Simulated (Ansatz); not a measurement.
A nudged elastic band was laid between two geometries of ClF₃H₂W (7 atoms, charge 0, multiplicity 1).

These are results of Ansatz, RKS PBE/def2-SVP, not measurements.

```json
{
 "movable images": "7",
 "climbing image": "yes",
 "spring": "5.0 eV/Å²",
 "optimiser": "quadratic models (default)",
 "start path": "through a guess of the saddle point",
 "force threshold": "0.03 eV/Å",
 "iteration limit": "60",
 "end points": "relaxed"
}
```

Image 0:

```xyz
7
Properties=species:S:1:pos:R:3
W 0.034 -0.042 0.106
H 0.341 0.583 1.665
F 1.780 -0.599 0.521
F -0.341 1.763 -0.216
Cl -2.210 -0.182 0.637
F -0.160 -1.835 -0.406
H 0.826 0.313 -1.368
```

Image 8:

```xyz
7
Properties=species:S:1:pos:R:3
W -0.463 -0.022 -0.036
H 1.546 0.040 1.623
F 1.802 0.077 0.711
F -0.302 1.807 0.192
Cl -2.725 -0.133 -0.245
F -0.113 -1.833 0.098
H 0.524 0.065 -1.403
```

Question: Which bonds break or form, and what moves?

Answer: Bonds broken: W1–H2. Bonds formed: H2–F3.

Question: What energy profile does the band end with?

Answer: The run converged. The highest image is number 6 of 0 to 8, 27.4 kcal/mol above the first end and 0.9 kcal/mol above the last; the last end lies 26.4 kcal/mol above the first. A vibrational analysis at the climbing image gives one clearly imaginary mode, 538i cm⁻¹: a first-order saddle point. The orbitals stay closed-shell, which can raise the energy where a bond breaks towards radicals; this wasn't checked here.

| image | path coordinate (Å) | energy (kcal/mol) | W1–H2 (Å) | H2–F3 (Å) |
| --- | --- | --- | --- | --- |
| 0 | 0.00 | 0.0 | 1.71 | 2.19 |
| 1 | 0.38 | 0.7 | 1.70 | 2.18 |
| 2 | 0.75 | 1.7 | 1.70 | 2.19 |
| 3 | 1.13 | 3.8 | 1.69 | 2.11 |
| 4 | 1.50 | 10.1 | 1.68 | 1.92 |
| 5 | 1.88 | 19.6 | 1.67 | 1.58 |
| 6 | 2.25 | 27.4 | 1.83 | 1.16 |
| 7 | 2.63 | 26.4 | 2.22 | 0.98 |
| 8 | 3.00 | 26.4 | 2.61 | 0.95 |

Question: What is the geometry of the highest image?

Answer: 
```xyz
7
Properties=species:S:1:pos:R:3
W -0.289 -0.008 0.038
H 0.953 -0.008 1.384
F 1.850 0.045 0.653
F -0.203 1.831 0.197
Cl -2.568 -0.083 -0.029
F -0.079 -1.843 0.084
H 0.605 0.066 -1.387
```

Question: What are the harmonic wavenumbers there?

Answer: 538i, 90, 126, 153, 200, 205, 389, 541, 648, 703, 710, 796, 811, 1833, 2056 cm⁻¹.

The run took 120 s on 2 threads of Intel(R) Xeon(R) 6975P-C (Granite Rapids) (shared host), peak memory 0.22 GiB.
